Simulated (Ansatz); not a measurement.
Geometry optimisation, Ansatz, RHF/def2-SVP.

input.yaml

```yaml
crystal:
  periodic: [false, false, false]
  atoms:
    - { symbol: Se, position_ang: [-1.4514, 1.2849, -0.5448] }
    - { symbol: C, position_ang: [0.0069, 0.6007, 0.4257] }
    - { symbol: O, position_ang: [1.1434, 0.7351, -0.293] }
    - { symbol: Si, position_ang: [0.7467, -0.9467, -0.2897] }
    - { symbol: H, position_ang: [-2.4703, 0.4899, 0.2749] }
    - { symbol: H, position_ang: [0.1438, 0.8049, 1.5108] }
    - { symbol: H, position_ang: [1.6574, -1.7267, 0.5233] }
    - { symbol: H, position_ang: [0.3156, -1.2993, -1.6629] }
basis:
  gaussian: { orbitals: def2-SVP }
hamiltonian:
  xc: hf
relax:
  f_tol: 0.02
  max_steps: 40
scf:
  lower_state_search: "off"
output:
  orbitals: {}
```

Command:

```bash
$ ansatz run input.yaml --threads 2 --pin off --max-ram 3072MiB --backend cpu --events-out ev --progress --plain --runs-dir out
```

Question: Where does it end, and by what steps?

Answer: It converged. After 10 steps the energy has fallen by 0.505 eV; Se1 moved furthest, 0.26 Å.

```tsv
step	energy less start (eV)	largest force component (eV/Å)	accepted
0	0.0000	2.382	yes
1	-0.4059	1.685	yes
2	-0.4762	0.920	yes
3	-0.4984	0.249	yes
4	-0.5019	0.131	yes
5	-0.5033	0.112	yes
6	-0.5041	0.040	yes
7	-0.5046	0.060	yes
8	-0.5048	0.041	yes
9	-0.5049	0.034	yes
10	-0.5050	0.016	yes
```

```xyz
8
Properties=species:S:1:pos:R:3
Se -1.534 1.443 -0.362
C -0.009 0.544 0.450
O 1.192 0.744 -0.316
Si 0.820 -0.876 -0.319
H -2.537 0.505 0.121
H 0.120 0.814 1.493
H 1.714 -1.757 0.440
H 0.326 -1.473 -1.562
```

Whether the end is a true minimum wasn't checked by a vibrational analysis.

Time of the run: 26 s on 2 threads of Arm Neoverse N1, with other jobs on the host, peak memory 0.2 GiB.
